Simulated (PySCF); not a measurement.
## Cl²⁺: ionisation energy

Cl²⁺ [Ne] 3s2 3p3 (4S) → Cl³⁺ [Ne] 3s2 3p2 (3P), as a difference of total energies. All numbers are calculated (PySCF 2.14, no relativity, point nucleus, in def2-TZVPPD). Correlated levels: valence and next inner shell: 1s2 frozen. The calculations carry no spin-orbit coupling.

```
                                method  ionisation energy (eV)
                                   UHF                  38.958
    MP2 (valence and next inner shell)                  39.633
SCS-MP2 (valence and next inner shell)                  39.430
   CCSD (valence and next inner shell)                  39.546
CCSD(T) (valence and next inner shell)                  39.578
```

Q: How much does correlation contribute at CCSD(T) (valence and next inner shell)?

A: 39.578 − (38.958) = 0.620 eV, measured against UHF.

A first-order spin-orbit estimate (lowest level to lowest level, LS coupling) adds -0.102 eV.

Errors of the correlated levels include the incompleteness of this basis and the frozen core.

For comparison: 39.8 ± 0.11 eV (semi-empirical (NIST evaluation); NIST Atomic Spectra Database, ionization energies).
